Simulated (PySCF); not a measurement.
**$^{33}$S chemical shifts**

Relativity neglected, no solvent, one computed conformer, fast rotation and ring inversion assumed for equivalent nuclei. PBE0/pcSseg-1 with gauge-including orbitals; geometry from GFN2-xTB; PySCF.

Shieldings were converted by a linear fit to measured shifts: $^{33}$S (scatter 33.3 ppm rms vs sulfate, solution or neat liquid). Occasional misses reach two or three times the rms, and more in compound classes unlike the fitted ones.

Problem. Give the $^{33}$S shifts of `O=CO/C=C1\[SiH2]CS1`, `N[Si@@H]1CC[Si@H](S)N1`, `Cl[Si@H]1CCS[SiH2]C1`, `C/C=C/[SiH2]S[SiH2]Cl`, `[SiH3]S[Si@@H](Cl)C1CC1`, `CS[Si@@H](Cl)/C=C/[SiH3]`, `CS[SiH2]/C(Cl)=C/[SiH3]`, `[SiH3]SC[SiH2]/C=C\Cl`.

Solution. 
```csv
compound,environment,δ (ppm)
O=CO/C=C1\[SiH2]CS1,sulfide sulfur,-264
N[Si@@H]1CC[Si@H](S)N1,"sulfur bonded to Si, H",-494
Cl[Si@H]1CCS[SiH2]C1,"sulfur bonded to C, Si, in a 6-membered ring",-431
C/C=C/[SiH2]S[SiH2]Cl,sulfur bonded to 2 Si,-547
[SiH3]S[Si@@H](Cl)C1CC1,sulfur bonded to 2 Si,-554
CS[Si@@H](Cl)/C=C/[SiH3],"sulfur bonded to C, Si",-457
CS[SiH2]/C(Cl)=C/[SiH3],"sulfur bonded to C, Si",-484
[SiH3]SC[SiH2]/C=C\Cl,"sulfur bonded to C, Si",-517
```

Problem. Order these by $^{33}$S shift, lowest first.
A. O=CO/C=C1\[SiH2]CS1
B. O=CO/C=C1/C[SiH2]S1
C. C[C@@H]1C[Si@H](Cl)S[SiH2]1
D. C=C[SiH2]CS[SiH2]Cl

Solution. C (-541 ppm, sulfur bonded to 2 Si, in a 5-membered ring), D (-464 ppm, sulfur bonded to C, Si), B (-338 ppm, sulfur bonded to C, Si, in a 4-membered ring), A (-264 ppm, sulfide sulfur).
